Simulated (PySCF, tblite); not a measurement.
Compound: C4H6F2O2Si.
Cartesian coordinates in Å at the GFN2-xTB level; atoms count from 1:
```
atom  x, y, z in Å
F1     2.6017   -1.4676   -0.6933
C2     2.2891   -0.2319   -0.2182
F3     2.8881    0.6401   -1.0655
C4     0.8002   -0.0251   -0.1667
C5     0.0839    0.0481   -1.2896
O6    -1.2490    0.2677   -1.3372
Si7   -2.1271    0.5567    0.0137
C8    -1.0247   -0.2528    1.3529
O9     0.3428    0.0959    1.1146
H10    2.7445   -0.1224    0.7763
H11    0.5489   -0.0728   -2.2557
H12   -2.2034    1.9924    0.2611
H13   -3.3695   -0.1567   -0.2219
H14   -1.1146   -1.3455    1.3368
H15   -1.2152    0.0820    2.3709
```

Computed, not measured: CAM-B3LYP/def2-SVPD in PySCF (dipole) on a GFN2-xTB geometry, gas phase.

Take the most abundant isotopes and a rigid rotor. The values belong to one conformer with, in the numbering `[F:1][CH:2]([F:3])[C:4]1=[CH:5][O:6][SiH2:7][CH2:8][O:9]1`, F1–C2–C4–C5 -67°, C4–C5–O6–Si7 4°, C5–O6–Si7–C8 -24°, O6–Si7–C8–O9 44°, Si7–C8–O9–C4 -47°.

Q: Give the principal moments of inertia and the rotational constants in MHz.

A: Ia = 164.79, Ib = 608.75, Ic = 676.52 u·Å²; 505379 MHz·u·Å²/I gives A = 3067, B = 830.2, C = 747.0 MHz.

Q: What kind of rotor is it?

A: A near-prolate asymmetric top; Ray's κ = -0.928.

Q: What does the inertial defect say?

A: Not planar: Δ = Ic − Ia − Ib = -97.02 u·Å². For a rigid frame Δ = −2 Σ m c², so Σ m c² = 48.51 u·Å² lies off the ab plane: 5.28 from hydrogen and 43.23 from heavier atoms. The atom farthest from that plane is 1.51 Å away.

Q: Give the other two planar moments, Paa and Pbb, and the rms extents of the mass along the axes.

A: Paa = Σ m a² = (Ib + Ic − Ia)/2 = 560.24 and Pbb = Σ m b² = (Ia + Ic − Ib)/2 = 116.28 u·Å². With the mass M = 152.01 u, the rms extents √(P/M) along a, b and c are 1.92, 0.87, 0.56 Å.

Q: Where do the levels up to J = 2 lie, in MHz?

A: Above 0(0,0):
J = 1: 1(0,1) 1577, 1(1,1) 3814, 1(1,0) 3897
J = 2: 2(0,2) 4729, 2(1,2) 6885, 2(1,1) 7135, 2(2,1) 13844, 2(2,0) 13846

Q: Predict some low-J microwave lines.

A: The dipole components are |μa| = 3.13 D, |μb| = 1.51 D, |μc| = 0.08 D. The squared components, which scale the intensities, stand as 1.00 : 0.23 : 0.00 (a : b : c). Some lines, for components of 0.1 D or more:

```json
{"type": "a", "branch": "Q", "J(Ka,Kc)": "3(1,2) ← 3(1,3)", "MHz": "499", "lower level (cm⁻¹)": "0.383"}
{"type": "a", "branch": "R", "J(Ka,Kc)": "1(0,1) ← 0(0,0)", "MHz": "1577", "lower level (cm⁻¹)": "0.000"}
{"type": "b", "branch": "Q", "J(Ka,Kc)": "1(1,0) ← 1(0,1)", "MHz": "2320", "lower level (cm⁻¹)": "0.053"}
{"type": "b", "branch": "Q", "J(Ka,Kc)": "2(1,1) ← 2(0,2)", "MHz": "2405", "lower level (cm⁻¹)": "0.158"}
{"type": "b", "branch": "R", "J(Ka,Kc)": "3(0,3) ← 2(1,2)", "MHz": "2567", "lower level (cm⁻¹)": "0.230"}
{"type": "a", "branch": "R", "J(Ka,Kc)": "2(1,2) ← 1(1,1)", "MHz": "3071", "lower level (cm⁻¹)": "0.127"}
{"type": "a", "branch": "R", "J(Ka,Kc)": "2(0,2) ← 1(0,1)", "MHz": "3152", "lower level (cm⁻¹)": "0.053"}
{"type": "a", "branch": "R", "J(Ka,Kc)": "2(1,1) ← 1(1,0)", "MHz": "3238", "lower level (cm⁻¹)": "0.130"}
{"type": "b", "branch": "R", "J(Ka,Kc)": "1(1,1) ← 0(0,0)", "MHz": "3814", "lower level (cm⁻¹)": "0.000"}
{"type": "a", "branch": "R", "J(Ka,Kc)": "3(1,3) ← 2(1,2)", "MHz": "4606", "lower level (cm⁻¹)": "0.230"}
{"type": "a", "branch": "R", "J(Ka,Kc)": "3(0,3) ← 2(0,2)", "MHz": "4723", "lower level (cm⁻¹)": "0.158"}
{"type": "a", "branch": "R", "J(Ka,Kc)": "3(2,2) ← 2(2,1)", "MHz": "4732", "lower level (cm⁻¹)": "0.462"}
{"type": "a", "branch": "R", "J(Ka,Kc)": "3(2,1) ← 2(2,0)", "MHz": "4741", "lower level (cm⁻¹)": "0.462"}
{"type": "a", "branch": "R", "J(Ka,Kc)": "3(1,2) ← 2(1,1)", "MHz": "4855", "lower level (cm⁻¹)": "0.238"}
{"type": "b", "branch": "R", "J(Ka,Kc)": "2(1,2) ← 1(0,1)", "MHz": "5308", "lower level (cm⁻¹)": "0.053"}
{"type": "b", "branch": "Q", "J(Ka,Kc)": "3(2,1) ← 3(1,2)", "MHz": "6598", "lower level (cm⁻¹)": "0.400"}
{"type": "b", "branch": "Q", "J(Ka,Kc)": "2(2,0) ← 2(1,1)", "MHz": "6712", "lower level (cm⁻¹)": "0.238"}
{"type": "b", "branch": "R", "J(Ka,Kc)": "3(1,3) ← 2(0,2)", "MHz": "6761", "lower level (cm⁻¹)": "0.158"}
{"type": "b", "branch": "Q", "J(Ka,Kc)": "2(2,1) ← 2(1,2)", "MHz": "6959", "lower level (cm⁻¹)": "0.230"}
{"type": "b", "branch": "Q", "J(Ka,Kc)": "3(2,2) ← 3(1,3)", "MHz": "7085", "lower level (cm⁻¹)": "0.383"}
{"type": "b", "branch": "R", "J(Ka,Kc)": "2(2,1) ← 1(1,0)", "MHz": "9947", "lower level (cm⁻¹)": "0.130"}
{"type": "b", "branch": "Q", "J(Ka,Kc)": "3(3,1) ← 3(2,2)", "MHz": "11392", "lower level (cm⁻¹)": "0.620"}
{"type": "b", "branch": "R", "J(Ka,Kc)": "3(2,2) ← 2(1,1)", "MHz": "11441", "lower level (cm⁻¹)": "0.238"}
{"type": "b", "branch": "R", "J(Ka,Kc)": "3(2,1) ← 2(1,2)", "MHz": "11702", "lower level (cm⁻¹)": "0.230"}
{"type": "b", "branch": "R", "J(Ka,Kc)": "3(3,1) ← 2(2,0)", "MHz": "16121", "lower level (cm⁻¹)": "0.462"}
{"type": "b", "branch": "R", "J(Ka,Kc)": "3(3,0) ← 2(2,1)", "MHz": "16124", "lower level (cm⁻¹)": "0.462"}
```

Q: Estimate the classical rotational partition function at 25 K, 200 K and 298.15 K.

A: Point group C1, symmetry number σ = 1; q = (√π/σ)·√((kT/h)³/(ABC)), k/h = 20836.6 MHz/K: 15300 at 25 K, 346000 at 200 K, 629000 at 298.15 K.

Its GFN2-xTB frequencies are all real (lowest 31 cm⁻¹). Constants of a rigid frame at the computed geometry: no zero-point averaging, no centrifugal distortion.

Time: 2.1 min of wall time; peak memory 1.1 GiB. Hardware: one thread, Arm Neoverse N1 (aarch64), shared host. This is the CAM-B3LYP/def2-SVPD job that gave the dipole, with the excitations it also computed.
